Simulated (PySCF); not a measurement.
PySCF input for disulfane (H2S2), SMILES SS, PBE/pcSseg-2. Geometry: PBE0-D3(BJ)/def2-TZVP.

```python
import numpy as np
from pyscf import gto, scf, dft
from pyscf.prop.nmr import rks as nmr

mol = gto.M(
    atom='''
    S     1.02066955    0.06784490    0.05513397
    S    -1.02066955   -0.06784484    0.05513403
    H     1.28460162   -0.86248968   -0.88214358
    H    -1.28460162    0.86248882   -0.88214443
    ''',
    basis='pcSseg-2',
    charge=0,
    spin=0,
    max_memory=1600,
    verbose=3,
)
mf = dft.RKS(mol, xc='pbe')
mf.grids.level = 3
mf.conv_tol = 1e-10
mf.max_cycle = 100
mf.kernel()
n = nmr.NMR(mf)
n.verbose = 2
n.max_cycle_cphf = 60
sigma = n.kernel()
print('atom   isotropic/ppm   span/ppm')
for i, s in enumerate(sigma):
    w = np.linalg.eigvalsh((s + s.T) / 2)
    print(f'{mol.atom_symbol(i):2s}{i + 1:3d} {w.mean():14.3f} {w[2] - w[0]:11.3f}')
```

It prints:

```
converged SCF energy = -797.284635116078
atom   isotropic/ppm   span/ppm
S   1        579.947     391.524
S   2        579.947     391.524
H   3         28.234      19.219
H   4         28.234      19.219
```

The run converged.
